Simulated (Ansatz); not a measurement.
`ClC[SiH2][GaH2]`, relaxed with RKS PBE0-D4/def2-TZVP in Ansatz from a GFN2-xTB geometry. The force threshold is 0.005 eV/Å; the program also tests the step.

Charge 0, multiplicity 1.

Start:

```xyz
10

Cl   -0.458    1.492   -0.919
C    -1.337    0.237    0.002
Si    0.036   -1.011    0.645
Ga    1.652    0.404   -0.449
H    -2.059   -0.208   -0.677
H    -1.878    0.746    0.795
H    -0.204   -1.061    2.100
H    -0.430   -2.318    0.142
H     2.218    0.161   -1.903
H     2.460    1.557    0.264
```

Task: How much energy does the relaxation release, and in how many steps? (Estimate.)

Result: The calculation gave: 21.03 kJ/mol, in 22 steps, 4 of them rejected.

Task: Which bonds change most? (Best estimate.)

Result: The calculation gave: C2–Si3 from 1.964 to 1.914 Å; Cl1–C2 from 1.788 to 1.812 Å; Si3–H7 from 1.475 to 1.491 Å; Si3–H8 from 1.475 to 1.490 Å.

Task: Give the relaxed structure. (Estimate.)

Result: Ansatz gave: 
```xyz
10

Cl   -0.701    1.227   -1.321
C    -1.385    0.290    0.072
Si   -0.019   -0.967    0.537
Ga    1.753    0.387   -0.389
H    -2.332   -0.124   -0.272
H    -1.576    1.020    0.858
H    -0.116   -1.248    1.998
H    -0.320   -2.238   -0.180
H     2.509   -0.027   -1.699
H     2.186    1.679    0.395
```
